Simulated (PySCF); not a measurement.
SMILES N[SiH2][SiH2]O[SiH3] (H₉NOSi₃) (GFN2-xTB optimised geometry):

```
14

N      2.858    -1.240     0.967
Si     1.134    -1.283     0.852
Si     0.543     0.763     0.000
O     -1.085     0.763     0.000
Si    -2.633     1.212     0.000
H      3.306    -0.451     1.405
H      3.346    -2.082     1.223
H      0.471    -1.630     2.133
H      0.897    -2.450    -0.011
H      0.948     1.946     0.781
H      0.920     1.056    -1.390
H     -3.346     0.100    -0.623
H     -2.769     2.450    -0.765
H     -3.014     1.409     1.398
```

Computed with CAM-B3LYP/def2-TZVP (PySCF 2.14.0).

**Question.** What are the frontier orbital energies and the dipole moment?

**Answer.** HOMO-2 -9.85 eV, HOMO-1 -9.40 eV, HOMO -8.72 eV, LUMO 0.24 eV, LUMO+1 1.33 eV; dipole moment 1.27 D.

On the same geometry PBE/def2-TZVP (PySCF) gives HOMO-2 -7.02 eV, HOMO-1 -6.73 eV, HOMO -5.94 eV, LUMO -1.62 eV, LUMO+1 -0.58 eV; dipole moment 1.31 D.

Meta-Löwdin charges at CAM-B3LYP/def2-TZVP: N1 -0.75, Si2 0.53, Si3 0.67, O4 -0.86, Si5 0.80, H6 0.23, H7 0.23, H8 -0.13, H9 -0.11, H10 -0.12, H11 -0.11, H12 -0.12, H13 -0.13, H14 -0.13.
